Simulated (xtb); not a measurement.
O3Re (SMILES [O]=[Re+](=[O])=[O]), charge +1, singlet, from a rough starting geometry (GFN-xTB shapes and energies of metal compounds can be far from the true ones) (the multiplicity is a formal guess); GFN2-xTB (xtb 6.7.1).

xtb was given this input:
```
$ xtb mol.xyz --gfn 2 --chrg 1 --opt vtight --json

# file mol.xyz
4

Re    -0.03103559     0.01405427    -0.03034981
O     -1.10138540    -1.23262346    -0.02639201
O     -0.12598691     1.33975030    -0.94854529
O      1.26632812    -0.11870488     1.09759956
```

**Question.** Write the output that xtb gives for this input, abridged.

**Answer.** 
```
   ID    Z sym.   atoms
    1   75 Re     1
    2    8 O      2-4

           -------------------------------------------------
          |                Calculation Setup                |
           -------------------------------------------------

           -------------------------------------------------
          |                 G F N 2 - x T B                 |
           -------------------------------------------------

          ...................................................
          :                      SETUP                      :
          :.................................................:
          :  # basis functions                  22          :
          :  # atomic orbitals                  21          :
          :  # shells                            9          :
          :  # electrons                        24          :
          :  max. iterations                   250          :
          :  Hamiltonian                  GFN2-xTB          :
          :  restarted?                      false          :
          :  GBSA solvation                  false          :
          :  PC potential                    false          :
          :  electronic temp.          300.0000000     K    :
          :  accuracy                    1.0000000          :
          :  -> integral cutoff          0.2500000E+02      :
          :  -> integral neglect         0.1000000E-07      :
          :  -> SCF convergence          0.1000000E-05 Eh   :
          :  -> wf. convergence          0.1000000E-03 e    :
          :  Broyden damping             0.4000000          :
          :  net charge                          1          :
          :  unpaired electrons                  0          :
          ...................................................

 iter      E             dE          RMSdq      gap      omega  full diag
   1    -14.3014997 -0.143015E+02  0.164E+01    0.26       0.0  T
   2    -13.6091477  0.692352E+00  0.312E+01    4.26       1.0  T
   3    -14.3000990 -0.690951E+00  0.239E+01    1.49       1.0  T
   4    -14.1696063  0.130493E+00  0.285E+01    2.33       1.0  T
   5    -14.0360066  0.133600E+00  0.367E+01    0.39       1.0  T
   6    -14.2859827 -0.249976E+00  0.300E+01    0.32       1.0  T
   7    -14.3050792 -0.190964E-01  0.282E+01    0.38       1.0  T
   8    -14.3838200 -0.787409E-01  0.252E+01    0.35       1.0  T
   9    -14.4506618 -0.668417E-01  0.228E+01    0.37       1.0  T
  10    -14.6216080 -0.170946E+00  0.156E+01    0.36       1.0  T
  11    -14.6367721 -0.151641E-01  0.141E+01    0.30       1.0  T
  12    -14.4281325  0.208640E+00  0.270E+01    1.33       1.0  T
  13    -14.7726666 -0.344534E+00  0.521E+00    0.03       1.0  T
  14    -14.6721263  0.100540E+00  0.158E+01    0.29       1.0  T
  15    -14.7406899 -0.685636E-01  0.967E+00    0.05       1.0  T
  16    -14.7114350  0.292549E-01  0.126E+01    0.14       1.0  T
  17    -14.6440588  0.673762E-01  0.160E+01    0.13       1.0  T
  18    -14.7313414 -0.872826E-01  0.108E+01    0.11       1.0  T
  19    -14.6686364  0.627050E-01  0.146E+01    0.11       1.0  T
  20    -14.7762598 -0.107623E+00  0.586E+00    0.05       1.0  T
  21    -14.7219888  0.542710E-01  0.111E+01    0.07       1.0  T
  22    -14.7926053 -0.706165E-01  0.218E+00    0.03       1.0  T
  23    -14.7746211  0.179842E-01  0.587E+00    0.03       1.0  T
  24    -14.7950098 -0.203887E-01  0.419E-01    0.01       1.0  T
  25    -14.7928414  0.216842E-02  0.195E+00    0.00       1.0  T
  26    -14.7948389 -0.199753E-02  0.689E-01    0.01       1.0  T
  27    -14.7949829 -0.143959E-03  0.500E-01    0.01       1.0  T
  28    -14.7951459 -0.163032E-03  0.457E-02    0.01       1.1  T
  29    -14.7951397  0.627657E-05  0.128E-01    0.01       1.0  T
  30    -14.7951402 -0.573419E-06  0.125E-01    0.01       1.0  T
  31    -14.7951482 -0.795705E-05  0.313E-02    0.01       1.6  T
  32    -14.7951460  0.215383E-05  0.690E-02    0.01       1.0  T
[...]
 * total energy  :   -14.7269718 Eh     change        0.7176482E-11 Eh
 * total energy  :   -14.7317539 Eh     change       -0.4782152E-02 Eh
 * total energy  :   -14.7469635 Eh     change       -0.1520953E-01 Eh
 * total energy  :   -14.7537364 Eh     change       -0.6772993E-02 Eh
 * total energy  :   -14.7649183 Eh     change       -0.1118181E-01 Eh
 * total energy  :   -14.7752882 Eh     change       -0.1036992E-01 Eh
 * total energy  :   -14.7764141 Eh     change       -0.1125967E-02 Eh
 * total energy  :   -14.7768150 Eh     change       -0.4008341E-03 Eh
 * total energy  :   -14.7768813 Eh     change       -0.6630989E-04 Eh
 * total energy  :   -14.7768906 Eh     change       -0.9266335E-05 Eh
 * total energy  :   -14.7768910 Eh     change       -0.4905920E-06 Eh
 * total energy  :   -14.7768911 Eh     change       -0.3707857E-07 Eh
   *** GEOMETRY OPTIMIZATION CONVERGED AFTER 12 ITERATIONS ***
         :: total energy             -14.776891082407 Eh    ::
[...]
           -------------------------------------------------

    * Orbital Energies and Occupations

         #    Occupation            Energy/Eh            Energy/eV
      -------------------------------------------------------------
         1        2.0000           -1.0547792             -28.7020
         2        2.0000           -0.9647395             -26.2519
         3        2.0000           -0.9647354             -26.2518
         4        2.0000           -0.8458272             -23.0161
         5        2.0000           -0.8352704             -22.7289
         6        2.0000           -0.8352681             -22.7288
         7        2.0000           -0.8254833             -22.4625
         8        2.0000           -0.8026544             -21.8413
         9        2.0000           -0.8026515             -21.8413
        10        2.0000           -0.7761399             -21.1198
        11        2.0000           -0.7761376             -21.1198
        12        2.0000           -0.7590604             -20.6551 (HOMO)
        13                         -0.6961078             -18.9421 (LUMO)
        14                         -0.6306790             -17.1616
        15                         -0.6306738             -17.1615
        16                         -0.5300640             -14.4238
        17                         -0.5300596             -14.4237
        18                         -0.2360271              -6.4226
        19                          0.3382228               9.2035
        20                          0.4165312              11.3344
        21                          0.4165542              11.3350
      -------------------------------------------------------------
                  HL-Gap            0.0629526 Eh            1.7130 eV
             Fermi-level           -0.7275841 Eh          -19.7986 eV

     #   Z          covCN         q      C6AA      α(0)
     1  75 Re       2.313     1.335   362.132    46.943
     2   8 O        0.771    -0.112    16.716     5.480
     3   8 O        0.771    -0.112    16.716     5.480
     4   8 O        0.771    -0.112    16.716     5.480

 Mol. C6AA /au·bohr⁶  :        932.202805
 Mol. C8AA /au·bohr⁸  :      79844.565789
 Mol. α(0) /au        :         63.382011

Wiberg/Mayer (AO) data.
largest (>0.10) Wiberg bond orders for each atom

 ---------------------------------------------------------------------------
     #   Z sym  total        # sym  WBO       # sym  WBO       # sym  WBO
 ---------------------------------------------------------------------------
     1  75 Re   6.808 --     2 O    2.269     4 O    2.269     3 O    2.269
     2   8 O    2.592 --     1 Re   2.269     3 O    0.161     4 O    0.161
     3   8 O    2.592 --     1 Re   2.269     4 O    0.161     2 O    0.161
     4   8 O    2.592 --     1 Re   2.269     3 O    0.161     2 O    0.161
 ---------------------------------------------------------------------------

Topologies differ in total number of bonds
Writing topology from bond orders to xtbtopo.mol

molecular dipole:
                 x           y           z       tot (Debye)
 q only:        0.800      -0.666      -0.982
   full:        2.172      -1.817      -2.749      10.031
molecular quadrupole (traceless):
                xx          xy          yy          xz          yz          zz
 q only:       -0.093      -1.000      -0.458      -1.486       1.240       0.551
  q+dip:       -0.363      -3.485      -1.625      -5.219       4.359       1.988
   full:       -0.403      -3.765      -1.764      -5.648       4.718       2.168

optimized geometry written to: xtbopt.xyz

           -------------------------------------------------
          | TOTAL ENERGY              -14.776891082407 Eh   |
          | GRADIENT NORM               0.000047877649 Eh/α |
          | HOMO-LUMO GAP               1.713028013963 eV   |
           -------------------------------------------------

normal termination of xtb
```
